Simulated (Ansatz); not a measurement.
The cluster Sr₂S₃. Charge 0, multiplicity 5. Geometry B3LYP-D4/def2-SVP.

```xyz
5

Sr   -1.4901   -0.1185    1.6791
Sr    1.4902    0.1182   -1.6791
S    -0.5643    1.6149   -0.3869
S    -0.7454   -1.3947   -0.7598
S     1.3095   -0.2199    1.1467
```

In the def2 sets Sr takes a core potential, while STO-3G treats all electrons; there is no spin–orbit coupling. At HF/STO-3G the highest occupied level of the charge 0 quintet lies above zero (up to 0.09 eV). In Hartree–Fock with STO-3G the lack of diffuse functions raises the level. At PBE0-D4/def2-TZVP a singlet of charge 0 lies 3.94 eV below the quintet, each at its own geometry. The structure comes from a short search, and lower isomers may exist.

(1) Estimate the α-spin orbital energies around the gap (eV) in Ansatz with HF/STO-3G, PBE-D4/def2-TZVP, BLYP-D4/def2-TZVP, PBE0-D4/def2-TZVP, ωB97X-V/def2-TZVP.

Results:

(1) 
```
orbital  HF/STO-3G  PBE-D4/def2-TZVP  BLYP-D4/def2-TZVP  PBE0-D4/def2-TZVP  ωB97X-V/def2-TZVP
HOMO−13     -25.51            -22.17             -22.04             -24.26             -26.42
HOMO−12     -19.80            -16.38             -16.15             -18.71             -21.60
HOMO−11     -18.72            -15.60             -15.37             -17.88             -20.73
HOMO−10     -18.72            -15.60             -15.37             -17.88             -20.73
 HOMO−9      -6.96             -7.66              -7.34              -9.10             -11.59
 HOMO−8      -6.15             -6.84              -6.55              -8.19             -10.61
 HOMO−7      -5.98             -6.84              -6.55              -8.19             -10.60
 HOMO−6      -5.98             -6.69              -6.44              -7.91             -10.34
 HOMO−5      -3.81             -6.13              -5.88              -7.29              -9.61
 HOMO−4      -3.73             -6.13              -5.88              -7.29              -9.61
 HOMO−3      -3.73             -4.98              -4.75              -6.17              -8.38
 HOMO−2      -3.10             -4.98              -4.74              -6.17              -8.38
 HOMO−1      -3.10             -4.92              -4.67              -6.14              -8.34
   HOMO       0.09             -2.85              -2.73              -3.12              -3.94
   LUMO       4.29             -2.43              -2.30              -2.20              -1.16
 LUMO+1      11.07             -1.21              -1.07              -0.65               0.34
 LUMO+2      11.08             -1.21              -1.07              -0.65               0.34
 LUMO+3      12.47             -1.04              -0.90              -0.55               0.96
 LUMO+4      12.47             -1.04              -0.90              -0.55               1.24
 LUMO+5      17.18             -1.01              -0.85              -0.36               1.24
 β HOMO      -2.26             -5.79              -5.57              -6.56              -8.41
 β LUMO       5.37             -3.87              -3.73              -3.00              -1.23
```
